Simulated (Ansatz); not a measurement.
Stepwise reaction of `[BH2][GeH2][CH3]` with water, as a gas-phase model of exchange steps in deposition or etching. ΔE in kJ/mol.

Program: Ansatz. Geometries: PBE0-D4/def2-TZVP. ΔE: electronic, gas phase. CCSD(T)/CBS adds triple-zeta CCSD(T) − MP2 to the extrapolated MP2 energy (def2 sets, frozen cores). This one scheme is used for every species. DFT in def2-TZVPP. B3LYP here is the variant with VWN-RPA as its local correlation; programs differ in this. For Ge outer-core shells are correlated without core-valence functions, which leaves a few kJ/mol of doubt a bond. Scalar relativity is left out up to krypton. Each species was taken in one conformer, which may not be the lowest.

```tsv
step	reaction	PBE-D4	B3LYP-D4	ωB97M-V	CCSD(T)/CBS
2	`[BH2][GeH]([CH3])[OH]` + H₂O → `[CH3][GeH]([OH])[BH]O` + H₂	-129.9	-125.2	-124.4	-117.0
```

Give the row of step 1, `[BH2][GeH2][CH3]` + H₂O → `[BH2][GeH]([CH3])[OH]` + H₂. (An estimate is asked.)

Computed: 
```
step                                                 reaction  PBE-D4  B3LYP-D4  ωB97M-V  CCSD(T)/CBS
   1  `[BH2][GeH2][CH3]` + H₂O → `[BH2][GeH]([CH3])[OH]` + H₂    -5.8      -9.3     -7.3         -5.3
```

By hand: ΔE of the 2 steps together at CCSD(T)/CBS.

(-5.3) + (-117.0) = -122.3 kJ/mol, or -61.1 kJ/mol a step.

In ΔE each step is lower than the one before. All are downhill at CCSD(T)/CBS. PBE-D4 differs from CCSD(T)/CBS by -12.9 to -0.5 kJ/mol a step. Isolated molecules leave out the surface, adducts and barriers. Largest T1 diagnostic: 0.013.
